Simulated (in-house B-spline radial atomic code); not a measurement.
Binding energies in the samarium ion Sm⁺

NIST's tabulated ground configuration is [Xe] 4f6 6s1; each binding energy is the energy of the ion with one electron taken from that subshell, relaxed, less that of the parent. Method: Dirac-Kohn-Sham PBE, spherical fractional occupations, Fermi nucleus of rms radius 5.0819 fm. Calculated with an all-electron radial atomic-structure program (B-spline basis). Energies include first-order Breit, QED and recoil terms.

```csv
subshell,X-ray name,binding energy (eV),-ε (eV),relaxation (eV)
1s,K,46899.7,46632.3,-439.4
2s,L1,7678,7621.8,-77.8
2p1/2,L2,7303.5,7225.1,-99.1
2p3/2,L3,6697.9,6622.3,-89.6
3s,M1,1693.3,1674.6,-22.7
3p1/2,M2,1524.3,1503.8,-24.1
3p3/2,M3,1402,1381.8,-22.5
3d3/2,M4,1110.9,1085.4,-26.7
3d5/2,M5,1084.4,1058.9,-26.1
4s,N1,346.5,337.6,-9.7
4p1/2,N2,281,272.1,-9.6
4p3/2,N3,254.3,245.3,-9.3
4d3/2,N4,146.4,137.5,-9.0
4d5/2,N5,141.7,132.7,-8.9
5s,O1,55.41,49.35,-6.18
5p1/2,O2,37.53,31.85,-5.76
5p3/2,O3,33.83,28.31,-5.55
4f,"N6,7",16.1,8.55,-7.44
6s,P1,11.07,8.42,-2.67
```

Relaxation = -ε minus the binding energy without Breit, QED and recoil terms. With a density functional, K lines can miss by some tenths of a per cent, more in light atoms. For a density functional the relaxation so defined is negative, because -ε of a Kohn-Sham level is smaller than the binding energy.

Emission lines follow as differences of binding energies, with λ = 12398.42 eV·Å / E:

```
 line          holes  energy (eV)  wavelength (Å)
 K-L3     1s → 2p3/2      40201.8          0.3084
 K-L2     1s → 2p1/2      39596.2         0.31312
 K-M3     1s → 3p3/2      45497.7         0.27251
L3-M5  2p3/2 → 3d5/2       5613.5          2.2087
L2-M4  2p1/2 → 3d3/2       6192.6          2.0021
L1-M3     2s → 3p3/2       6276.0          1.9755
L3-M1     2p3/2 → 3s       5004.6          2.4774
L2-N4  2p1/2 → 4d3/2       7157.1          1.7323
```

(1) What screening constant σ does Moseley's law, E = (3/4)·13.6057 eV·(Z - σ)², need for K-L3?

Moseley's non-relativistic formula needs a falling, then negative, screening constant for heavy elements, because relativity binds the 1s electron more strongly than the formula allows.

(2) What does it cost to remove both a 2p3/2 and a 3d5/2 electron?

(3) What does it cost to remove both a 3d5/2 and a 3d3/2 electron?

(4) What does it cost to remove both a 4d5/2 and a 6s electron?

## Answers

(1) σ = -0.77.

(2) 7856.3 eV, which is 74 eV more than the two single binding energies together.

(3) 2251.1 eV, which is 55.87 eV more than the two single binding energies together.

(4) 160.56 eV, which is 7.824 eV more than the two single binding energies together.
